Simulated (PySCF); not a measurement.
An unknown shows these calculated signals:

$^{1}$H NMR (400 MHz, computed): δ 6.11 (m, 1H), 5.21 (s, 3H), 4.94 (m, 1H), 4.89 (m, 1H), 1.12 (m, 2H), 0.55 (m, 3H).

$^{13}$C{$^{1}$H} NMR (computed): δ 4.7 (CH3).

[PySCF: GFN2-xTB geometry; shieldings: GIAO PBE0/pcSseg-1; non-relativistic Hamiltonian; averaged over atoms made equivalent by symmetry, fast rotation or ring inversion; one computed conformer; gas phase]

δ = σ(ref) − σ, references computed at the same level: $^{1}$H (σ = 31.72 ppm), $^{13}$C (σ = 186.93 ppm) against TMS.

Which of these does the molecule contain: a CH3CH2 unit, a Si–CH3 group, an ester, a Si–H bond, a carboxylic acid?

## Answers


- A CH3CH2 unit: no.
- A Si–CH3 group: yes (δC 4.7; δH 0.55 (m)).
- An ester: no.
- A Si–H bond: yes (δH 6.11 (m)).
- A carboxylic acid: no.

The data belong to SMILES [Si@@H](C)(P)O[SiH2]O[SiH3], CH11O2PSi3; they needn't prove each group on their own.

Carbon signals by region: 1 below 50 ppm.

Splittings by $^{31}$P in the carbon and heteronuclear signals aren't shown, as no couplings were computed. Shifts are as computed. Against solution values, carbons near 30 ppm lie about +3 ppm off and those near 130 ppm about +5 ppm. Of 1211 compounds with measured shifts, 218 miss one by over three times the rms of a fit or turn the order of signals round; such compounds aren't used in these exercises. Multiplicities follow the n + 1 count of equivalent neighbours, as no J values were calculated; m marks all less simple cases, F and P coupling included.
